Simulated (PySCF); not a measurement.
# TaON, singlet: molecular constants

Method: PySCF, PBE0, basis Ta def2-TZVP with ECP60, O def2-TZVP, N def2-TZVP (scalar-relativistic core potentials, no spin–orbit coupling, density fitting).

The structure is a minimum.

- Point group: Cs
- Bond lengths: Ta–N 1.706 Å, Ta–O 1.748 Å
- Bond angles: N–Ta–O 105.0°
- Entropy at 298.15 K and 1 bar: 278.5 J/(mol K)
- Rotational symmetry number: 1
- Dipole moment: 7.33 D
- Principal quadrupole moments (Buckingham, traceless) about the centre of mass: -12.46, 0.81, 11.65 D Å
- Heat capacity Cp at 298.15 K: 43.1 J/(mol K)
- Enthalpy at 298.15 K above 0 K: 11.00 kJ/mol
- Lowest empty level: -3.91 eV
- Principal polarisabilities: 25.6, 42.9, 66.9 bohr³
- Rotational constants: 0.5997, 0.2969, 0.1986 cm⁻¹
- Atomisation energy without zero-point energy: 1126 kJ/mol
- Highest occupied level: -6.09 eV
- Zero-point energy: 13.9 kJ/mol

Harmonic modes (masses in u: Ta 180.948, O 15.995, N 14.003):
```
symmetry  ω (cm⁻¹)  IR (km/mol)  μ (u)     type
      a'       380          2.4  15.96     bend
      a'       907          198  17.09  stretch
      a'      1031         14.2  15.24  stretch
```

Charges (e):
```tsv
atom	Mulliken	Löwdin	polar tensor	Mayer order to Ta1
Ta1	1.02	0.71	1.44	–
O2	-0.53	-0.34	-0.80	2.11
N3	-0.49	-0.37	-0.64	2.93
```

Mulliken populations on Ta1 (electrons outside its core potential): s 2.25, p 6.24, d 3.39, f 0.11.

Outer orbital energies (eV). occupied: -24.00, -18.25, -9.50, -9.22, -9.09, -7.71, -7.15, -6.09; empty: -3.91, -2.12, -1.86, 0.31.

Formally Ta is in oxidation state +5, d0. The polar-tensor charge on Ta, 1.44, is far below the formal one.

Other isomers or separated fragments may lie lower. Spin–orbit coupling, left out here, can matter for elements this heavy.

The final relaxation and frequency run took 36 s on 2 threads of a shared Arm Neoverse V2 host, with 102 basis functions and 15 gradients; the process peaked at 0.93 GiB. Launch command: `OMP_NUM_THREADS=2 python axn.py task.json out`.
